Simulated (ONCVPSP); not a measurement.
What one change does to a pseudopotential (molybdenum (Mo), ONCV)

molybdenum, optimised norm-conserving Vanderbilt (ONCV), made with ONCVPSP 4.0.1 (LDA (Perdew-Wang 92), scalar-relativistic). Core [Ar] 3d10, reference 4s2 4p6 4d5 5s1. Waves: 4s+5s: rc 1.65 bohr, ncon 4, nbas 9, qcut 5.8 1/bohr, 2 projectors; 4p: rc 1.25 bohr, ncon 3, nbas 7, qcut 7.8 1/bohr, 2 projectors, debl 1.4 Ha; 4d: rc 2.35 bohr, ncon 5, nbas 10, qcut 6 1/bohr, 2 projectors, debl 3.6 Ha. Local part: polynomial inside 1.20 bohr (lpopt 4, dvloc0 0 Ha). Core correction: Teter function, fcfact 5.5, rcfact 1.6.

In the p channel the program set the typed energies aside and used -1.418, 0.250 Ha.

All-electron outer shells of the reference configuration (LDA (PZ), scalar-relativistic, ld1.x):

| shell | level (eV) | outermost node (bohr) | outermost maximum (bohr) |
| --- | --- | --- | --- |
| 3d | -221.32 | – | 0.32 |
| 4s | -64.42 | 0.51 | 0.99 |
| 4p | -38.59 | 0.52 | 1.06 |
| 5s | -4.33 | 1.34 | 2.93 |
| 4d | -3.94 | 0.53 | 1.38 |

Change: p: nproj 1.

Cutoffs: the cutoffs (Ha) at which the residual kinetic energy of the hardest occupied pseudo-wave falls to 1 and 0.1 mHa per electron; they do not see the model core or the augmentation charge, which bear on the density cutoff. Errors are all-electron minus pseudo energies relative to the spin-unpolarised reference configuration.

Question: What does the change do?

Answer: The potential gets neither clearly harder nor softer (26 Ha and 47 Ha → 26 Ha and 47 Ha); the errors of the 4 common tests hardly move; the range in which the p phases agree narrows (upper end at the end of the scan → 3.3); neither file shows a bound ghost.

```tsv
quantity	base	changed
cutoff, loose	26 Ha	26 Ha
cutoff, tight	47 Ha	47 Ha
bound ghosts	none	none
GHOST(+) flags under 300 eV	none	none
error for 4s2 4p6 4d5 5s0, meV [ΔE 7.18 eV]	-1.8	-1.8
error for 4s2 4p6 4d4 5s0, meV [ΔE 22.88 eV]	-2.0	-1.8
error for 4s2 4p6 4d3 5s0, meV [ΔE 49.84 eV]	+19	+21
error for 4s2 4p6 4d5.5 5s0.5, meV [ΔE 0.31 eV]	-0.9	-0.9
s: phases at 1.68 bohr within 0.05 rad from the reference energy up to (Ha; the scan ends near 5)	to the end of the scan	to the end of the scan
p: phases at 1.27 bohr within 0.05 rad from the reference energy up to (Ha; the scan ends near 5)	to the end of the scan	3.3
d: phases at 2.39 bohr within 0.05 rad from the reference energy up to (Ha; the scan ends near 5)	to the end of the scan	to the end of the scan
rms error of d²Exc/dni dnj with the model core, mHa	2.49	2.49
```
